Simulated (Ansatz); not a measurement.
Consider the isomerisation: `O[Si]1(Br)CC1` → `Br[SiH]1CCO1`.

Calculated with Ansatz (gas phase, PBE0-D4/def2-TZVP geometries, no zero-point term in ΔE). CBS: MP2 limit from def2 TZ/QZ plus the TZ coupled-cluster correction, frozen cores. DFT in def2-TZVPP. For Br outer-core shells are correlated without core-valence functions, which leaves a few kJ/mol of doubt a bond. Scalar relativity is left out up to krypton. One conformer a species, not always the lowest.

Question: Is it downhill or uphill in electronic energy at CCSD(T)/CBS, and by how much? (Best estimate.)

Answer: Computed: Downhill: ΔE = -2.5 kcal/mol.

Question: What do these levels give: ωB97M-V, B2PLYP, MP2/def2-TZVPP, CCSD/def2-TZVPP, HF/def2-QZVPP, MP2/CBS(def2)? (Estimate.)

Answer: Ansatz gave: ωB97M-V -2.7, B2PLYP -2.7, MP2/def2-TZVPP -1.7, CCSD/def2-TZVPP -3.3, HF/def2-QZVPP -6.0, MP2/CBS(def2) -1.1 kcal/mol.

Largest T1 diagnostic among the species: 0.010.

In def2-TZVPP, CCSD(T) changes the Hartree–Fock value by +2.9 kcal/mol (the triples alone add +0.3 kcal/mol) and MP2 by +4.3 kcal/mol.
